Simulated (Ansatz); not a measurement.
## Nudged elastic band run: CH5GaOSi

Input file:

```yaml
crystal:
  periodic: [false, false, false]
  atoms:
    - { symbol: O, position_ang: [-0.715921, 2.022453, -1.46663] }
    - { symbol: C, position_ang: [-1.301801, 1.609258, -0.483399] }
    - { symbol: Ga, position_ang: [0.072779, 0.690405, 0.670498] }
    - { symbol: Si, position_ang: [0.750507, -1.563394, 0.091515] }
    - { symbol: H, position_ang: [-2.409416, 1.781748, -0.380605] }
    - { symbol: H, position_ang: [0.879527, 1.624837, 1.650492] }
    - { symbol: H, position_ang: [2.035722, -1.539452, -0.671649] }
    - { symbol: H, position_ang: [-0.277525, -2.255226, -0.741989] }
    - { symbol: H, position_ang: [0.966137, -2.370619, 1.331776] }
basis:
  gaussian: { orbitals: def2-SVP }
hamiltonian:
  xc: b3lyp
  dispersion: d4
neb:
  order_check: false
  images: 5
  f_tol: 0.05
  max_iterations: 60
  optimiser: fire
  climbing: immediate
  final_atoms:
    - { symbol: O, position_ang: [-0.01709406, 1.44786281, -0.2873313] }
    - { symbol: C, position_ang: [-1.23163906, 1.52581168, -0.24593713] }
    - { symbol: Ga, position_ang: [1.86981591, 0.94745436, 0.93169112] }
    - { symbol: Si, position_ang: [0.96607666, -1.39218423, 0.14182891] }
    - { symbol: H, position_ang: [-1.81117546, 1.85218104, -1.13508714] }
    - { symbol: H, position_ang: [-1.80672119, 1.27245742, 0.67006645] }
    - { symbol: H, position_ang: [0.81516204, -1.52353841, -1.35012291] }
    - { symbol: H, position_ang: [-0.44580327, -1.48528985, 0.6768814] }
    - { symbol: H, position_ang: [1.66138744, -2.64474481, 0.5980196] }
  initial_path:
    images:
      - { positions_ang: [[-0.715921, 2.022453, -1.46663], [-1.301801, 1.609258, -0.483399], [0.072779, 0.690405, 0.670498], [0.750507, -1.563394, 0.091515], [-2.409416, 1.781748, -0.380605], [0.879527, 1.624837, 1.650492], [2.035722, -1.539452, -0.671649], [-0.277525, -2.255226, -0.741989], [0.966137, -2.370619, 1.331776]] }
      - { positions_ang: [[-0.59417938, 1.88835606, -1.32310919], [-1.26742313, 1.61372693, -0.3578711], [0.17894747, 0.6862645, 0.67835343], [0.78572291, -1.5715356, 0.08291925], [-2.32021592, 1.90501402, -0.37281531], [0.46340129, 1.67773029, 1.42410837], [2.01068879, -1.58801684, -0.74933138], [-0.30321987, -2.22370359, -0.67938201], [1.04628682, -2.38782576, 1.29713693]] }
      - { positions_ang: [[-0.47243775, 1.75425912, -1.17958838], [-1.23304525, 1.61819587, -0.2323432], [0.28511595, 0.682124, 0.68620887], [0.82093881, -1.57967721, 0.0743235], [-2.23101583, 2.02828003, -0.36502562], [0.04727558, 1.73062358, 1.19772474], [1.98565558, -1.63658169, -0.82701376], [-0.32891473, -2.19218118, -0.61677502], [1.12643665, -2.40503253, 1.26249786]] }
      - { positions_ang: [[-0.35069613, 1.62016218, -1.03606756], [-1.19866738, 1.6226648, -0.1068153], [0.39128442, 0.6779835, 0.6940643], [0.85615472, -1.58781881, 0.06572776], [-2.14181575, 2.15154605, -0.35723593], [-0.36885013, 1.78351687, 0.9713411], [1.96062237, -1.68514653, -0.90469614], [-0.3546096, -2.16065878, -0.55416802], [1.20658647, -2.42223929, 1.22785879]] }
      - { positions_ang: [[-0.23949544, 1.56272906, -0.78648881], [-1.20965794, 1.59038043, -0.15318924], [0.88412825, 0.76780712, 0.77327324], [0.89279536, -1.52260728, 0.09109481], [-2.03160232, 2.05175771, -0.61651966], [-0.84814048, 1.61316372, 0.87091622], [1.57880226, -1.63127716, -1.05317173], [-0.38500749, -1.9355358, -0.14381822], [1.35818679, -2.4964078, 1.01791239]] }
      - { positions_ang: [[-0.12829475, 1.50529593, -0.53691005], [-1.2206485, 1.55809605, -0.19956319], [1.37697208, 0.85763074, 0.85248218], [0.92943601, -1.45739575, 0.11646186], [-1.92138889, 1.95196938, -0.8758034], [-1.32743083, 1.44281057, 0.77049133], [1.19698215, -1.57740778, -1.20164732], [-0.41540538, -1.71041283, 0.26653159], [1.50978711, -2.57057631, 0.807966]] }
      - { positions_ang: [[-0.01709406, 1.44786281, -0.2873313], [-1.23163906, 1.52581168, -0.24593713], [1.86981591, 0.94745436, 0.93169112], [0.96607666, -1.39218423, 0.14182891], [-1.81117546, 1.85218104, -1.13508714], [-1.80672119, 1.27245742, 0.67006645], [0.81516204, -1.52353841, -1.35012291], [-0.44580327, -1.48528985, 0.6768814], [1.66138744, -2.64474481, 0.5980196]] }
```

Launched with:

```bash
$ ansatz run input.yaml --threads 2 --pin off --max-ram 3072MiB --backend cpu --events-out ev --progress --plain --runs-dir out
```

Output, in part (warnings, iteration lines):

```
NEB end point (image 0): max|allowed force component| = 1.035e-2 eV/Å (the criterion of neb.relax_end_points is 1.000e-2)
NEB end point (image 6): max|allowed force component| = 1.529e-2 eV/Å (the criterion of neb.relax_end_points is 1.000e-2)
NEB iter   1: max|band force component| = 1.088e1 eV/Å  barrier→ = 3.1973 eV  barrier← = 3.3038 eV  CI = image 3  Δτ_max = 0.1799 Å  (216 SCF iters)
NEB iter   2: max|band force component| = 7.879e0 eV/Å  barrier→ = 2.5012 eV  barrier← = 2.6076 eV  CI = image 3  Δτ_max = 0.0288 Å  (183 SCF iters)
NEB iter   3: max|band force component| = 5.263e0 eV/Å  barrier→ = 2.4589 eV  barrier← = 2.5654 eV  CI = image 3  Δτ_max = 0.0473 Å  (166 SCF iters)
NEB iter   4: max|band force component| = 2.200e0 eV/Å  barrier→ = 2.3847 eV  barrier← = 2.4911 eV  CI = image 3  Δτ_max = 0.0427 Å  (157 SCF iters)
NEB iter   5: max|band force component| = 5.957e0 eV/Å  barrier→ = 2.2931 eV  barrier← = 2.3995 eV  CI = image 3  Δτ_max = 0.0060 Å  (152 SCF iters)
NEB iter   6: max|band force component| = 4.811e0 eV/Å  barrier→ = 2.2881 eV  barrier← = 2.3946 eV  CI = image 3  Δτ_max = 0.0109 Å  (133 SCF iters)
NEB iter   7: max|band force component| = 2.923e0 eV/Å  barrier→ = 2.2783 eV  barrier← = 2.3847 eV  CI = image 3  Δτ_max = 0.0136 Å  (139 SCF iters)
NEB iter   8: max|band force component| = 1.342e0 eV/Å  barrier→ = 2.2636 eV  barrier← = 2.3700 eV  CI = image 3  Δτ_max = 0.0138 Å  (140 SCF iters)
NEB iter   9: max|band force component| = 1.613e0 eV/Å  barrier→ = 2.2439 eV  barrier← = 2.3504 eV  CI = image 3  Δτ_max = 0.0020 Å  (146 SCF iters)
NEB iter  10: max|band force component| = 1.438e0 eV/Å  barrier→ = 2.2399 eV  barrier← = 2.3464 eV  CI = image 3  Δτ_max = 0.0038 Å  (124 SCF iters)
NEB iter  11: max|band force component| = 1.124e0 eV/Å  barrier→ = 2.2320 eV  barrier← = 2.3384 eV  CI = image 3  Δτ_max = 0.0052 Å  (134 SCF iters)
NEB iter  12: max|band force component| = 1.113e0 eV/Å  barrier→ = 2.2204 eV  barrier← = 2.3269 eV  CI = image 3  Δτ_max = 0.0062 Å  (141 SCF iters)
NEB iter  13: max|band force component| = 1.101e0 eV/Å  barrier→ = 2.2055 eV  barrier← = 2.3120 eV  CI = image 3  Δτ_max = 0.0070 Å  (138 SCF iters)
NEB iter  14: max|band force component| = 1.101e0 eV/Å  barrier→ = 2.1878 eV  barrier← = 2.2943 eV  CI = image 3  Δτ_max = 0.0084 Å  (140 SCF iters)
NEB iter  15: max|band force component| = 1.193e0 eV/Å  barrier→ = 2.1679 eV  barrier← = 2.2744 eV  CI = image 3  Δτ_max = 0.0107 Å  (143 SCF iters)
NEB iter  16: max|band force component| = 1.094e0 eV/Å  barrier→ = 2.1442 eV  barrier← = 2.2507 eV  CI = image 3  Δτ_max = 0.0136 Å  (151 SCF iters)
NEB iter  17: max|band force component| = 1.008e0 eV/Å  barrier→ = 2.1169 eV  barrier← = 2.2234 eV  CI = image 3  Δτ_max = 0.0170 Å  (147 SCF iters)
NEB iter  18: max|band force component| = 9.740e-1 eV/Å  barrier→ = 2.0865 eV  barrier← = 2.1930 eV  CI = image 3  Δτ_max = 0.0212 Å  (147 SCF iters)
NEB iter  19: max|band force component| = 9.555e-1 eV/Å  barrier→ = 2.0540 eV  barrier← = 2.1604 eV  CI = image 3  Δτ_max = 0.0261 Å  (148 SCF iters)
NEB iter  20: max|band force component| = 9.672e-1 eV/Å  barrier→ = 2.0212 eV  barrier← = 2.1276 eV  CI = image 3  Δτ_max = 0.0320 Å  (150 SCF iters)
NEB iter  21: max|band force component| = 9.764e-1 eV/Å  barrier→ = 1.9902 eV  barrier← = 2.0967 eV  CI = image 3  Δτ_max = 0.0396 Å  (145 SCF iters)
NEB iter  22: max|band force component| = 8.680e-1 eV/Å  barrier→ = 1.9629 eV  barrier← = 2.0694 eV  CI = image 3  Δτ_max = 0.0469 Å  (146 SCF iters)
NEB iter  23: max|band force component| = 6.989e-1 eV/Å  barrier→ = 1.9409 eV  barrier← = 2.0474 eV  CI = image 3  Δτ_max = 0.0031 Å  (147 SCF iters)
NEB iter  24: max|band force component| = 6.058e-1 eV/Å  barrier→ = 1.9387 eV  barrier← = 2.0451 eV  CI = image 3  Δτ_max = 0.0054 Å  (125 SCF iters)
NEB iter  25: max|band force component| = 5.692e-1 eV/Å  barrier→ = 1.9344 eV  barrier← = 2.0409 eV  CI = image 3  Δτ_max = 0.0078 Å  (133 SCF iters)
NEB iter  26: max|band force component| = 5.145e-1 eV/Å  barrier→ = 1.9285 eV  barrier← = 2.0350 eV  CI = image 3  Δτ_max = 0.0099 Å  (133 SCF iters)
NEB iter  27: max|band force component| = 4.440e-1 eV/Å  barrier→ = 1.9215 eV  barrier← = 2.0280 eV  CI = image 3  Δτ_max = 0.0117 Å  (140 SCF iters)
NEB iter  28: max|band force component| = 3.650e-1 eV/Å  barrier→ = 1.9138 eV  barrier← = 2.0202 eV  CI = image 3  Δτ_max = 0.0131 Å  (140 SCF iters)
NEB iter  29: max|band force component| = 3.411e-1 eV/Å  barrier→ = 1.9056 eV  barrier← = 2.0121 eV  CI = image 3  Δτ_max = 0.0153 Å  (137 SCF iters)
NEB iter  30: max|band force component| = 2.465e-1 eV/Å  barrier→ = 1.8964 eV  barrier← = 2.0028 eV  CI = image 3  Δτ_max = 0.0173 Å  (142 SCF iters)
NEB iter  31: max|band force component| = 3.106e-1 eV/Å  barrier→ = 1.8860 eV  barrier← = 1.9924 eV  CI = image 3  Δτ_max = 0.0187 Å  (143 SCF iters)
NEB iter  32: max|band force component| = 2.557e-1 eV/Å  barrier→ = 1.8746 eV  barrier← = 1.9811 eV  CI = image 3  Δτ_max = 0.0214 Å  (144 SCF iters)
NEB iter  33: max|band force component| = 2.969e-1 eV/Å  barrier→ = 1.8624 eV  barrier← = 1.9689 eV  CI = image 3  Δτ_max = 0.0252 Å  (146 SCF iters)
NEB iter  34: max|band force component| = 2.437e-1 eV/Å  barrier→ = 1.8500 eV  barrier← = 1.9564 eV  CI = image 3  Δτ_max = 0.0294 Å  (146 SCF iters)
NEB iter  35: max|band force component| = 2.563e-1 eV/Å  barrier→ = 1.8378 eV  barrier← = 1.9442 eV  CI = image 3  Δτ_max = 0.0342 Å  (144 SCF iters)
NEB iter  36: max|band force component| = 3.050e-1 eV/Å  barrier→ = 1.8261 eV  barrier← = 1.9326 eV  CI = image 3  Δτ_max = 0.0391 Å  (142 SCF iters)
NEB iter  37: max|band force component| = 7.380e-1 eV/Å  barrier→ = 1.8156 eV  barrier← = 1.9221 eV  CI = image 3  Δτ_max = 0.0168 Å  (146 SCF iters)
NEB iter  38: max|band force component| = 1.498e0 eV/Å  barrier→ = 1.8139 eV  barrier← = 1.9204 eV  CI = image 3  Δτ_max = 0.0091 Å  (138 SCF iters)
NEB iter  39: max|band force component| = 3.709e-1 eV/Å  barrier→ = 1.8136 eV  barrier← = 1.9200 eV  CI = image 3  Δτ_max = 0.0112 Å  (125 SCF iters)
NEB iter  40: max|band force component| = 1.203e0 eV/Å  barrier→ = 1.8128 eV  barrier← = 1.9192 eV  CI = image 3  Δτ_max = 0.0018 Å  (133 SCF iters)
NEB iter  41: max|band force component| = 9.396e-1 eV/Å  barrier→ = 1.8127 eV  barrier← = 1.9191 eV  CI = image 3  Δτ_max = 0.0032 Å  (115 SCF iters)
NEB iter  42: max|band force component| = 4.849e-1 eV/Å  barrier→ = 1.8125 eV  barrier← = 1.9190 eV  CI = image 3  Δτ_max = 0.0039 Å  (119 SCF iters)
NEB iter  43: max|band force component| = 2.006e-1 eV/Å  barrier→ = 1.8122 eV  barrier← = 1.9187 eV  CI = image 3  Δτ_max = 0.0003 Å  (123 SCF iters)
NEB iter  44: max|band force component| = 2.001e-1 eV/Å  barrier→ = 1.8121 eV  barrier← = 1.9186 eV  CI = image 3  Δτ_max = 0.0006 Å  (103 SCF iters)
NEB iter  45: max|band force component| = 1.992e-1 eV/Å  barrier→ = 1.8120 eV  barrier← = 1.9184 eV  CI = image 3  Δτ_max = 0.0008 Å  (106 SCF iters)
NEB iter  46: max|band force component| = 1.977e-1 eV/Å  barrier→ = 1.8117 eV  barrier← = 1.9182 eV  CI = image 3  Δτ_max = 0.0011 Å  (106 SCF iters)
NEB iter  47: max|band force component| = 1.957e-1 eV/Å  barrier→ = 1.8114 eV  barrier← = 1.9179 eV  CI = image 3  Δτ_max = 0.0014 Å  (107 SCF iters)
NEB iter  48: max|band force component| = 1.932e-1 eV/Å  barrier→ = 1.8110 eV  barrier← = 1.9175 eV  CI = image 3  Δτ_max = 0.0017 Å  (108 SCF iters)
NEB iter  49: max|band force component| = 1.903e-1 eV/Å  barrier→ = 1.8105 eV  barrier← = 1.9170 eV  CI = image 3  Δτ_max = 0.0022 Å  (108 SCF iters)
NEB iter  50: max|band force component| = 1.865e-1 eV/Å  barrier→ = 1.8099 eV  barrier← = 1.9164 eV  CI = image 3  Δτ_max = 0.0027 Å  (106 SCF iters)
NEB iter  51: max|band force component| = 1.818e-1 eV/Å  barrier→ = 1.8092 eV  barrier← = 1.9156 eV  CI = image 3  Δτ_max = 0.0035 Å  (112 SCF iters)
NEB iter  52: max|band force component| = 1.761e-1 eV/Å  barrier→ = 1.8082 eV  barrier← = 1.9147 eV  CI = image 3  Δτ_max = 0.0043 Å  (113 SCF iters)
NEB iter  53: max|band force component| = 1.693e-1 eV/Å  barrier→ = 1.8071 eV  barrier← = 1.9135 eV  CI = image 3  Δτ_max = 0.0053 Å  (114 SCF iters)
NEB iter  54: max|band force component| = 1.615e-1 eV/Å  barrier→ = 1.8056 eV  barrier← = 1.9121 eV  CI = image 3  Δτ_max = 0.0065 Å  (121 SCF iters)
NEB iter  55: max|band force component| = 1.527e-1 eV/Å  barrier→ = 1.8039 eV  barrier← = 1.9104 eV  CI = image 3  Δτ_max = 0.0079 Å  (123 SCF iters)
NEB iter  56: max|band force component| = 1.431e-1 eV/Å  barrier→ = 1.8019 eV  barrier← = 1.9083 eV  CI = image 3  Δτ_max = 0.0094 Å  (129 SCF iters)
NEB iter  57: max|band force component| = 1.385e-1 eV/Å  barrier→ = 1.7994 eV  barrier← = 1.9059 eV  CI = image 3  Δτ_max = 0.0111 Å  (128 SCF iters)
NEB iter  58: max|band force component| = 1.347e-1 eV/Å  barrier→ = 1.7965 eV  barrier← = 1.9029 eV  CI = image 3  Δτ_max = 0.0130 Å  (131 SCF iters)
NEB iter  59: max|band force component| = 1.306e-1 eV/Å  barrier→ = 1.7930 eV  barrier← = 1.8995 eV  CI = image 3  Δτ_max = 0.0149 Å  (134 SCF iters)
NEB iter  60: max|band force component| = 1.263e-1 eV/Å  barrier→ = 1.7889 eV  barrier← = 1.8954 eV  CI = image 3  Δτ_max = 0.0171 Å  (138 SCF iters)
Error: NEB band did not converge after 60 iterations: max|band force component| = 1.26e-1 eV/Å (threshold 5.0e-2); raise `neb.max_iterations` in a new run, which can start from the last band evaluated (`neb.initial_path`, with `crystal.atoms` and `neb.final_atoms` set to its first and last images), …
```

The run ended unconverged. The band didn't meet its force threshold, so its energies are provisional: the largest band force was still 0.13 eV/Å, and over the last iterations the top stayed at 1.80 eV. The orbitals stay closed-shell, which can raise the energy where a bond breaks towards radicals; this wasn't checked here.

Final band (atoms are numbered from 1 in the order of the input):

```json
{"image": "0", "path coordinate (Å)": "0.00", "energy (kcal/mol)": "0.0", "C2–Ga3 (Å)": "2.02", "Ga3–H6 (Å)": "1.58", "C2–H6 (Å)": "3.05"}
{"image": "1", "path coordinate (Å)": "0.69", "energy (kcal/mol)": "2.4", "C2–Ga3 (Å)": "1.99", "Ga3–H6 (Å)": "1.57", "C2–H6 (Å)": "2.81"}
{"image": "2", "path coordinate (Å)": "1.39", "energy (kcal/mol)": "18.3", "C2–Ga3 (Å)": "2.03", "Ga3–H6 (Å)": "1.54", "C2–H6 (Å)": "2.34"}
{"image": "3", "path coordinate (Å)": "2.08", "energy (kcal/mol)": "41.3", "C2–Ga3 (Å)": "2.34", "Ga3–H6 (Å)": "1.63", "C2–H6 (Å)": "1.76"}
{"image": "4", "path coordinate (Å)": "3.21", "energy (kcal/mol)": "3.1", "C2–Ga3 (Å)": "2.95", "Ga3–H6 (Å)": "2.61", "C2–H6 (Å)": "1.12"}
{"image": "5", "path coordinate (Å)": "4.35", "energy (kcal/mol)": "-0.8", "C2–Ga3 (Å)": "3.18", "Ga3–H6 (Å)": "3.18", "C2–H6 (Å)": "1.11"}
{"image": "6", "path coordinate (Å)": "5.49", "energy (kcal/mol)": "-2.5", "C2–Ga3 (Å)": "3.37", "Ga3–H6 (Å)": "3.70", "C2–H6 (Å)": "1.11"}
```

Time of the run: 12 min on 2 threads of Arm Neoverse V1, with other jobs on the host, peak memory 0.26 GiB.
